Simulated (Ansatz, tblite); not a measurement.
Removing and adding an electron: perfluoropentacene (C₂₂F₁₄). Total charge 0; singlet. Geometry: r2SCAN-D4/def2-SVP. Ansatz, gas phase; energy differences of separate SCF runs; the oxidised species was run as a doublet alone; the reduced species was run as a doublet alone.

```tsv
atom	x (Å)	y (Å)	z (Å)
F1	2.775	-5.479	-4.187
C2	2.074	-4.428	-3.791
C3	1.188	-3.817	-4.721
F4	1.107	-4.329	-5.940
C5	0.439	-2.725	-4.362
F6	-0.372	-2.194	-5.269
C7	0.530	-2.174	-3.044
C8	-0.214	-1.064	-2.635
F9	-1.040	-0.498	-3.509
C10	-0.126	-0.517	-1.332
C11	-0.874	0.601	-0.917
F12	-1.700	1.171	-1.786
C13	-0.782	1.141	0.379
C14	-1.531	2.266	0.803
F15	-2.361	2.840	-0.063
C16	-1.438	2.800	2.090
C17	-2.196	3.936	2.514
F18	-3.037	4.544	1.686
C19	-2.073	4.428	3.790
F20	-2.773	5.481	4.186
C21	-1.187	3.818	4.721
F22	-1.105	4.331	5.939
C23	-0.438	2.725	4.361
F24	0.373	2.194	5.269
C25	-0.530	2.174	3.044
C26	0.213	1.064	2.636
F27	1.039	0.497	3.509
C28	0.125	0.516	1.333
C29	0.872	-0.602	0.918
F30	1.699	-1.172	1.787
C31	0.781	-1.142	-0.379
C32	1.530	-2.267	-0.802
F33	2.359	-2.841	0.064
C34	1.437	-2.800	-2.090
C35	2.196	-3.936	-2.514
F36	3.037	-4.544	-1.686
```

The xTB rows come from tblite. B3LYP takes the VWN-RPA correlation. Single mean-field runs in def2-SVP are fitted with def2-universal-jkfit.

(1) Estimate orbital energies and vertical ionisation energies and electron affinities at: GFN1-xTB; GFN2-xTB; PBE-D4/def2-SVP; B3LYP-D4/def2-SVP; PBE0-D4/def2-SVP.

Answers

(1) 
```csv
level,−HOMO (eV),vertical IE (eV),−LUMO (eV),vertical EA (eV),HOMO–LUMO gap (eV),IE − EA (eV)
GFN1-xTB,11.67,13.46,10.59,8.73,1.08,4.72
GFN2-xTB,11.37,13.15,10.31,8.44,1.06,4.71
PBE-D4/def2-SVP,4.86,6.63,3.89,2.15,0.97,4.47
B3LYP-D4/def2-SVP,5.60,6.97,3.66,2.37,1.95,4.60
PBE0-D4/def2-SVP,5.83,7.06,3.64,2.45,2.19,4.60
```

 Raw xTB energy differences between charge states are shifted by several eV; the methods need an empirical correction for them. Sets without diffuse functions give affinities that are too small.
